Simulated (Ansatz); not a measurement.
# Cost against result

The pair of H2 (SMILES [H][H], atoms 1–2) and C2H7N (SMILES CNC, atoms 3–12), both closed shells, in one local arrangement (a lower one may exist), relaxed at PBE0-D4/def2-TZVP:

H1  (0.559, 0.462, -2.882)
H2  (0.643, 0.155, -2.202)
C3  (-0.985, -0.845, 0.188)
N4  (0.402, -0.439, 0.215)
C5  (0.590, 0.883, 0.766)
H6  (-1.065, -1.871, -0.175)
H7  (-1.537, -0.205, -0.507)
H8  (-1.488, -0.782, 1.167)
H9  (0.950, -1.112, 0.734)
H10  (0.127, 1.622, 0.104)
H11  (1.655, 1.115, 0.824)
H12  (0.150, 1.016, 1.769)
(Å)

Interaction energies are counterpoise-corrected; the time is that of the whole pair.

Ansatz 0.2.0; basis: as named in each row; cores frozen in the correlated methods. B3LYP uses VWN-RPA correlation. Extrapolation: Hartree–Fock as exp(−7.88 √X), correlation as X^−2.97.

Times are rough, for one single point on 4 threads of a shared host (AMD EPYC 9R45).

The estimate by CCSD(T) at an estimated basis limit (MP2 extrapolated from triple and quadruple zeta, plus CCSD(T) − MP2 in triple zeta) is -4.8 kJ/mol.

```csv
method,basis,time (s),interaction energy (kJ/mol),method less estimate
HF,STO-3G,under 1,1.9,6.7
PBE-D4,STO-3G,under 1,-4.5,0.3
SPW92,def2-SVP,under 1,-12.0,-7.1
B3LYP-D4,6-31G,under 1,-6.0,-1.2
PBE-D4,def2-SVP,under 1,-7.4,-2.6
PBE0-D4,def2-SVP,under 1,-6.6,-1.8
PBE-D4,def2-TZVPPD,under 1,-6.7,-1.8
revPBE-D4,def2-TZVPPD,under 1,-5.6,-0.7
CCSD(T),def2-SVP,under 1,-1.6,3.3
BLYP-D4,def2-TZVPPD,under 1,-4.8,0.0
PBE0-D4,def2-TZVPPD,under 1,-5.9,-1.1
wB97M-V,def2-SVP,under 1,-5.0,-0.2
B3LYP-D4,def2-TZVPPD,under 1,-5.1,-0.3
HSE06-D4,def2-TZVPPD,under 1,-5.9,-1.1
r2SCAN-D4,def2-TZVPPD,under 1,-4.5,0.3
B2PLYP,def2-TZVPPD,2,-2.9,1.9
B97M-V,def2-TZVPPD,2,-5.5,-0.7
wB97X-V,def2-TZVPPD,2,-5.0,-0.2
wB97M-V,def2-TZVPPD,2,-5.0,-0.1
MP2,def2-QZVPPD,7,-4.7,0.2
CCSD(T),def2-TZVPPD,25,-4.3,0.6
```

No T1 diagnostic of these runs exceeds 0.009.
